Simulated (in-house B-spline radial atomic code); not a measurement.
Atomic self-consistent-field run: the zirconium ion Zr⁷⁺. Level of theory: scalar-relativistic (X2C) TPSS, spin-polarised, spherical fractional occupations, Fermi nucleus of rms radius 4.2694 fm; calculated with a radial B-spline atomic code at the basis-set limit.

Command:
```bash
python run_scf.py task.json out
```
Settings (nuclear radius in fm, mass in u):
```
Z                40
configuration    [Ar] 3d10 4s2 4p3
hamiltonian      x2c
method           tpss,tpss
spin_polarised   True
nucleus          fermi
rms_radius       4.2694
atomic_mass      89.9047
speed_of_light   137.035999084
```

Output (hartree, bohr):
```
 radial grid: 66 intervals, B-splines of order 8, outer radius 13.5065 bohr

 iter        energy (Eh)    residual
    1       -3584.626180    5.78e-02
    2       -3584.628582    2.15e-03
    3       -3584.628619    5.09e-04
    4       -3584.628620    1.98e-04
    5       -3584.628620    3.34e-05
    6       -3584.628620    1.56e-05
    7       -3584.628620    1.90e-07

 total energy                     -3584.62862
 kinetic                            3704.7807
 electron-nucleus                  -8522.8434
 Hartree                            1345.1251
 exchange-correlation               -111.6910

 orbital      occ     eigenvalue          <r>       <r^2>       <1/r>       r_max
 1s up      1.000      -659.0123    0.0365761  0.00181514     42.5075     0.02358
 1s down    1.000      -658.9918    0.0365754  0.00181507     42.5081     0.02358
 2s up      1.000       -94.7667     0.162071   0.0310313      9.4801      0.1367
 2s down    1.000       -94.7589     0.162064   0.0310273     9.47981      0.1368
 2p up      3.000       -84.8986     0.141462    0.024477     9.03985      0.1092
 2p down    3.000       -84.8814     0.141467   0.0244776     9.03921      0.1092
 3s up      1.000       -18.8211     0.456922    0.239442     3.19157      0.4073
 3s down    1.000       -18.7987     0.456817    0.239202     3.19031      0.4075
 3p up      3.000       -15.5889     0.460507    0.247108     2.99687      0.4013
 3p down    3.000       -15.5627     0.460172    0.246546     2.99707      0.4016
 3d up      5.000       -10.2982     0.450032    0.244473     2.75009      0.3468
 3d down    5.000       -10.2681     0.448732    0.242591     2.75427      0.3469
 4s up      1.000        -5.5601      1.13015     1.43311     1.20842       1.044
 4s down    1.000        -5.3454       1.1306     1.43838     1.21368       1.038
 4p up      3.000        -4.6431      1.21537     1.66594     1.10339       1.113
```

Run time, properties included: 0.4 s on 1 thread of Arm Neoverse V1, with other jobs on the host.

One-electron X2C: radii and densities carry no picture-change correction, so inner-shell <1/r> comes out high (for 1s by about 2 % at Z = 33, 5 % at 54, 10 % at 75, 30 % at 118) and <r> low.
